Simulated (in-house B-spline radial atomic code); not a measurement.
Successive ionisation energies of aluminium; each step leads to the configuration of the next row (after the last: bare). Dirac energy differences include first-order Breit, QED and recoil terms. NIST's values go from ground level to ground level; the uncertainty of those that are theory runs from under 0.1 % in few-electron ions to several per cent in heavy many-electron ones. Computed with an all-electron radial atomic-structure program (B-spline basis): Dirac-Hartree-Fock, jj configuration that fills j = l - 1/2 first, finite nuclei.

A number in brackets counts the electrons of a j subshell.

| ion | configuration | ionisation energy (eV) | tabulated value (eV) | tabulated kind | computed minus tabulated (eV) | highest orbital | largest mean radius (bohr) |
| --- | --- | --- | --- | --- | --- | --- | --- |
| Al6+ | [He] 2s2 2p1/2(2) 2p3/2(1) | 237.3 | 241.76 | semi-empirical | -4.4 | 2p1/2 | 0.5671 |
| Al7+ | [He] 2s2 2p1/2(2) | 280.3 | 284.64 | semi-empirical | -4.4 | 2p1/2 | 0.55162 |
| Al8+ | [He] 2s2 2p1/2(1) | ? | ? | semi-empirical | ? | ? | ? |
| Al9+ | [He] 2s2 | ? | ? | semi-empirical | ? | ? | ? |
| Al10+ | [He] 2s1 | 441.9 | 442.005 | tabulated theory | -0.2 | 2s1/2 | 0.50995 |
| Al11+ | 1s2 | 2084.7 | 2085.977 | tabulated theory | -1.3 | 1s1/2 | 0.11848 |
| Al12+ | 1s1 | 2304.1 | 2304.14 | tabulated theory | 0.0 | 1s1/2 | 0.11504 |

(1) Fill in the row of Al8+.

(2) Fill in the row of Al9+.

(3) Where is the largest jump?

(4) How far is this level of theory from the measured and semi-empirical values?

Answers

(1) ionisation energy (eV): 330.5; tabulated value (eV): 330.21; computed minus tabulated (eV): 0.3; highest orbital: 2p1/2; largest mean radius (bohr): 0.53687.

(2) ionisation energy (eV): 394.3; tabulated value (eV): 398.65; computed minus tabulated (eV): -4.4; highest orbital: 2s1/2; largest mean radius (bohr): 0.52275.

(3) From Al10+ to Al11+, by a factor of 4.72 (441.85 to 2084.7 eV); the highest orbital goes from 2s1/2 to 1s1/2.

(4) Over those 4 rows the differences run from -4.44 to +0.314 eV (mean absolute value 3.4 eV). The calculation leaves out correlation and, in open shells, the multiplet splittings that an average leaves out.
